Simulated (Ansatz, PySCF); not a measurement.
Process, species as SMILES: COC(C)C → [CH2]OC(C)C + H atom (the C-H bond at the site shown breaks; other sites are not compared here)
Structures are relaxed separately at B3LYP-D3(BJ)/def2-TZVP in Ansatz (a program for electronic structure), one conformer each, not searched for the lowest. Frequencies are from Ansatz or PySCF.
Geometry of the first species:
```xyz
15

C     -0.1469     1.5674     0.1858
C     -0.4585     0.0755     0.2483
C     -1.7711    -0.2620    -0.4354
O      0.5451    -0.7063    -0.3968
C      1.7693    -0.7879     0.2970
H      0.7860     1.8099     0.6955
H     -0.9432     2.1408     0.6641
H     -0.0656     1.8890    -0.8545
H     -0.5108    -0.2339     1.3034
H     -1.7280     0.0185    -1.4896
H     -1.9690    -1.3321    -0.3733
H     -2.5977     0.2754     0.0320
H      2.3021     0.1694     0.3228
H      2.3875    -1.5139    -0.2296
H      1.6207    -1.1310     1.3296
```
Charge 0, spin multiplicity 1.

Quantity: bond dissociation energy (0 K, with B3LYP-D3(BJ) harmonic zero-point energies), in eV. Cores are frozen in the correlated levels unless marked. Open shells are spin-unrestricted. Spin-orbit coupling is left out. Non-relativistic unless marked X2C. Basis-set limits of correlation are two-point, X^-3; Hartree-Fock from the larger set.

```
level                                         program  bond dissociation energy (eV)
-------------------------------------  --------------  -----------------------------
PBE/def2-TZVPD                                 Ansatz                           3.83
r2SCAN-D4/def2-TZVPD                   Ansatz + dftd4                           3.83
B97M-V/def2-TZVPD                              Ansatz                            [?]
B3LYP/def2-TZVPD                               Ansatz                           3.92
PBE0-D4/def2-TZVP                      Ansatz + dftd4                            [?]
PBE0/def2-QZVPP                                Ansatz                           3.87
BHLYP-D3(BJ)/def2-TZVPD                Ansatz + dftd3                            [?]
r2SCAN0/def2-TZVPD                             Ansatz                           3.84
B2GP-PLYP-D3(BJ)/def2-TZVPD            Ansatz + dftd3                           3.96
PBE-QIDH/def2-TZVPD                            Ansatz                            [?]
RPA@PBE/cc-pVTZ                                Ansatz                           3.97
RPA@PBE/cc-pVQZ                                Ansatz                           3.98
SCS-MP2/6-31G                                  Ansatz                           3.68
X2C-CCSD(T)/cc-pVTZ-DK                         Ansatz                           4.03
CCSD(T) with core electrons/cc-pwCVTZ          Ansatz                           4.03
CCSD(T)/CBS(cc-pVTZ,cc-pVQZ)                   Ansatz                           4.08
```

Problem. What belongs in the gaps?

Solution. 
- B97M-V/def2-TZVPD, bond dissociation energy (eV): 3.99
- PBE0-D4/def2-TZVP, bond dissociation energy (eV): 3.88
- BHLYP-D3(BJ)/def2-TZVPD, bond dissociation energy (eV): 3.94
- PBE-QIDH/def2-TZVPD, bond dissociation energy (eV): 3.93
